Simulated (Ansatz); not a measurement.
Geometry optimisation, RHF/6-31G* in Ansatz.

The input (input.yaml):

```yaml
crystal:
  periodic: [false, false, false]
  atoms:
    - { symbol: B, position_ang: [0.0, 0.0, 0.0] }
    - { symbol: "N", position_ang: [0.0, 0.0, 1.9] }
    - { symbol: H, position_ang: [-0.877, -0.2713, 2.43] }
    - { symbol: H, position_ang: [0.877, 0.2713, 2.43] }
    - { symbol: O, position_ang: [1.2211, 0.0, -0.705] }
    - { symbol: H, position_ang: [1.5209, -0.9519, -0.8599] }
    - { symbol: O, position_ang: [-1.2211, 0.0, -0.705] }
    - { symbol: H, position_ang: [-1.7308, -0.8467, -0.4965] }
    - { symbol: F, position_ang: [-0.2026, 1.5239, 0.5108] }
    - { symbol: H, position_ang: [-0.1429, 1.0745, 1.5229] }
basis:
  gaussian: { orbitals: "6-31G*" }
hamiltonian:
  xc: hf
relax:
  f_tol: 0.15
  max_steps: 25
  restrain:
    - { distance: [0, 8], at: 1.32, k: 30.0 }
    - { distance: [9, 1], at: 1.06, k: 30.0 }
    - { distance: [0, 1], at: 2.75, k: 30.0 }
    - { distance: [9, 8], at: 2.12, k: 30.0 }
```

Command:

```bash
$ ansatz run input.yaml --threads 1 --pin off --max-ram 2048MiB --backend cpu --events-out ev --progress --plain --runs-dir out
```

Q: Where does it end, and by what steps?

A: It converged. The restraints hold the end off the free minimum. After 7 steps the energy has fallen by 4.602 eV (the restraints' own energy left out); B1 moved furthest, 0.66 Å.

```tsv
step	energy less start (eV)	largest force component (eV/Å)	accepted
0	0.0000	5.297	yes
1	-1.7433	5.791	yes
2	-2.9844	3.751	yes
3	-3.6735	2.732	yes
4	-4.2613	1.957	yes
5	-4.4624	1.269	yes
6	-4.5597	1.122	yes
7	-4.6025	1.086	yes
```

```xyz
10
Properties=species:S:1:pos:R:3
B -0.043 0.451 -0.473
N -0.072 0.048 2.248
H -0.776 -0.194 2.920
H 0.819 0.033 2.711
O 1.168 -0.097 -0.732
H 1.154 -0.988 -1.042
O -1.251 -0.119 -0.701
H -1.264 -1.057 -0.804
F -0.048 1.707 -0.053
H -0.242 1.017 1.954
```

The run took 21 s on 1 thread of Intel(R) Xeon(R) Platinum 8259CL CPU @ 2.50GHz (Skylake/Cascade Lake), with other jobs on the host, peak memory 0.17 GiB.
